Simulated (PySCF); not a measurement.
Molecule: SMILES CC(C)OCOC=O, C₅H₁₀O₃.

Bonds (- single, = double, # triple, : aromatic): C1-C2, C2-C3, C2-O4, O4-C5, C5-O6, O6-C7, C7=O8. C1 carries H9, H10, H11; C2 carries H12; C3 carries H13, H14, H15; C5 carries H16, H17; C7 carries H18.

Frames of a GFN2-xTB Langevin trajectory at 300 K; GIAO PBE0/pcSseg-1 shieldings in PySCF 2.14, gas phase, non-relativistic; equivalent atoms averaged within each frame.

Referencing at the same level of theory: 13C (σref 186.93) and 1H (σref 31.72) vs TMS; 17O (σref 336.08) vs H2O. The references are static minima.

Q: How do the shifts (ppm) fluctuate along the trajectory?

A: 
```
         time (fs)     C7    C5    C2  C1/C3     O8     O6     O4   H18  H16/H17   H12
               250  172.4  90.5  67.5   22.9  449.5  273.4  120.9  8.99     5.82  3.89
               425  163.5  93.7  77.7   30.2  431.8  246.9  100.6  8.21     4.90  4.82
               625  168.9  97.6  75.7   28.0  437.8  269.7  116.4  7.72     6.53  6.05
               800  172.0  85.9  71.8   29.2  445.4  265.3  102.6  8.33     5.42  3.84
              1000  167.4  81.7  69.6   27.0  442.1  239.1  102.6  8.98     5.45  3.83
    mean of frames  168.9  89.9  72.5   27.5  441.3  258.9  108.6  8.45     5.62  4.49
standard deviation    3.6   6.2   4.2    2.8    6.8   15.1    9.4  0.54     0.60  0.97
```

5 frames give an uncertainty of the mean of about the standard deviation over 2.2 at best, since frames this close in time may not be independent; classical motion lacks zero-point vibration, and the reference would need the same averaging.
